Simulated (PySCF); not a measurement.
**How methods differ on the excitation energy of Si²⁺**

Si²⁺ [Ne] 3s2 (1S) → Si²⁺ [Ne] 3d2 (3F), as a difference of total energies. Calculation: PySCF 2.14, in aug-cc-pV(Q+d)Z; no relativity, point nucleus. Correlated levels: valence: [Ne] frozen. The calculations carry no spin-orbit coupling.

```tsv
method	excitation energy (eV)
UHF	35.218
LDA	35.063
PBE	34.379
PBE0	34.776
r2SCAN	34.395
MN15	34.828
BLYP	34.592
M06	34.532
B2PLYP	35.502
MP2 (valence)	35.914
SCS-MP2 (valence)	36.235
```

Question: How much does correlation contribute at MP2 (valence)?

Answer: 35.914 − (35.218) = 0.696 eV, measured against UHF.

The upper state lies above the first ionisation limit, where it may autoionise and the basis confines it.

The promoted electron is Rydberg-like, and one or two diffuse shells describe it only roughly, which tends to raise the upper state.
